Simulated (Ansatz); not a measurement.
```xyz
23

C     2.9426    0.2798    1.0462
C     1.5275    0.2054    0.5585
C     0.7231    1.3605    0.6516
C    -0.5972    1.4444    0.2451
C    -1.3245    2.7889    0.4213
F    -0.5588    3.7376    0.9662
F    -1.7459    3.2402   -0.7611
F    -2.3921    2.6324    1.2055
O    -1.3368    0.5675   -0.2681
In   -0.7829   -1.5027   -0.7169
C    -1.6603   -2.6100    0.8803
C    -0.4534   -1.4890   -2.8235
O     1.1638   -0.9060    0.0971
H     3.6138    0.0009    0.2307
H     3.0811   -0.4576    1.8407
H     3.2091    1.2677    1.4175
H     1.1722    2.2471    1.0712
H    -2.2998   -3.4156    0.5200
H    -2.2547   -1.9306    1.4926
H    -0.8680   -3.0366    1.4972
H    -0.7084   -0.5022   -3.2120
H    -1.0525   -2.2397   -3.3386
H     0.6020   -1.6824   -3.0213
```

The species carries charge 0 and has multiplicity 1. In takes the def2 core potential.

List the r2SCAN/def2-TZVPP orbital energies in eV (Ansatz 0.2.0). (Best estimate.)

The calculation gave: Occupied: -667.30, -667.19, -667.19, -516.21, -516.12, -279.72, -275.92, -275.91, -273.38, -273.18, -272.68, -272.68, -124.95, -81.62, -81.49, -81.33, -34.82, -32.42, -32.35, -28.04, -27.70, -20.97, -19.85, -19.35, -18.94, -18.91, -18.86, -18.77, -18.52, -17.31, -17.21, -16.46, -15.31, -15.19, -14.56, -13.81, -12.67, -12.18, -11.84, -11.70, -11.64, -11.01, -11.00, -10.72, -10.35, -10.19, -10.07, -10.05, -9.99, -9.95, -9.90, -9.85, -9.40, -8.80, -7.40, -6.89, -6.81, -6.21. Lowest empty: -2.69, -0.29, -0.07, 0.64, 0.67, 1.24, 1.62, 2.02.
